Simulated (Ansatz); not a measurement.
Ansatz (a quantum-chemistry and plane-wave program) input:

Ansatz 0.2 input:
```yaml
crystal:
  periodic: [false, false, false]
  atoms:
    - {symbol: C, position_ang: [-2.67209312, -0.62425138, -0.35154875]}
    - {symbol: C, position_ang: [-1.45613813, 0.05459379, 0.27227649]}
    - {symbol: C, position_ang: [-0.18697092, -0.15340598, -0.55158460]}
    - {symbol: C, position_ang: [1.05179778, 0.51320877, 0.05915452]}
    - {symbol: C, position_ang: [2.25579131, 0.37315127, -0.79546095]}
    - {symbol: O, position_ang: [1.25394354, -0.09781658, 1.34215466]}
    - {symbol: H, position_ang: [-2.51958755, -1.70309509, -0.43384093]}
    - {symbol: H, position_ang: [-3.56953010, -0.46101952, 0.24806397]}
    - {symbol: H, position_ang: [-2.86856991, -0.24140437, -1.35629713]}
    - {symbol: H, position_ang: [-1.29158716, -0.32639311, 1.28134334]}
    - {symbol: H, position_ang: [-1.64531925, 1.12856804, 0.37275820]}
    - {symbol: H, position_ang: [-0.32940499, 0.24580255, -1.55999327]}
    - {symbol: H, position_ang: [0.02248249, -1.22205192, -0.65742579]}
    - {symbol: H, position_ang: [0.82505537, 1.58108977, 0.19561170]}
    - {symbol: H, position_ang: [2.51443957, 1.12859476, -1.52456288]}
    - {symbol: H, position_ang: [2.79440729, -0.56579235, -0.80240885]}
    - {symbol: H, position_ang: [2.08174420, 0.23845490, 1.70249391]}
basis:
  gaussian:
    orbitals: def2-TZVPD
hamiltonian:
  xc: {name: LC-wPBE}
magnetization: {spin_polarized: true, initial_magnetization: 1}
output: {forces: true}
```

Problem. What final total energy does it print?

Solution. -272.25709 Eh (LC-wPBE/def2-TZVPD). The basis has 324 functions.

It need not be the lowest isomer of its formula.
